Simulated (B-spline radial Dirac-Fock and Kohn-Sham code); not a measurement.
**Dipole and non-dipole photoemission parameters of Ag³⁺ 3d5/2**

System: Ag³⁺, [Kr] 4d8; threshold 418.7 eV (orbital energy of the model). Model: Dirac-Hartree-Slater photoionisation with a Latter tail; cross sections with all multipoles, angular parameters from the dipole term and its interference with E2. Program: a radial atomic solver.

The run's input, task.json:

```json
{"items": [{
  "Z": 47,
  "q": 3,
  "cfg": [[1, 0, 2], [2, 0, 2], [2, 1, 6], [3, 0, 2], [3, 1, 6], [3, 2, 10], [4, 0, 2], [4, 1, 6], [4, 2, 8]],
  "A": 107,
  "rrms": 4.5454,
  "do": "xps",
  "hv": [68.4, 80, 100, 130.0, 163.0, 200, 202.0, 214.0, 218.0, 290.0, 425.0, 715.0, 746.0, 1000, 1160.0, 1253.6, 1486.9, 1860.0, 1940.0, 1970.0, 2830.0, 2950.0, 4040.0, 5414.7, 5830.0, 7540.0, 9251.7, 12000.0, 13700.0]
}]}
```

Launch: `python xray2_run.py task.json out`

For linearly polarised light dσ/dΩ = σ/(4π) [1 + β P₂(cos θ) + (δ + γ cos²θ) sin θ cos φ], with θ from the polarisation vector and φ the angle between the beam and the projection of the electron momentum on the plane normal to the polarisation.

```tsv
hν (eV)	σ (kb)	β	γ	δ
715	1020	0.938	-0.041	0.022
746	921	0.977	-0.032	0.024
1000	442	1.153	0.064	0.038
1160	295	1.197	0.133	0.044
1253.6	238	1.210	0.173	0.048
1486.9	146	1.223	0.269	0.057
1860	74.3	1.208	0.409	0.070
1940	?	?	?	?
1970	62.2	1.200	0.446	0.074
2830	19.4	1.114	0.690	0.104
2950	16.9	1.101	0.719	0.109
4040	5.78	0.995	0.934	0.149
5414.7	2.03	0.884	1.127	0.199
5830	1.55	0.856	1.174	0.214
7540	0.594	0.757	1.330	0.275
9251.7	0.271	0.679	1.441	0.332
12000	0.0972	0.586	1.566	0.420
13700	0.0571	0.540	1.621	0.471
```

Question: Give the values at 1940 eV.

Answer: σ = 65.2 kb, β = 1.202, γ = 0.436, δ = 0.073.

Values without a named source are computed, but for edge energies of neutral atoms, which are taken from tables.
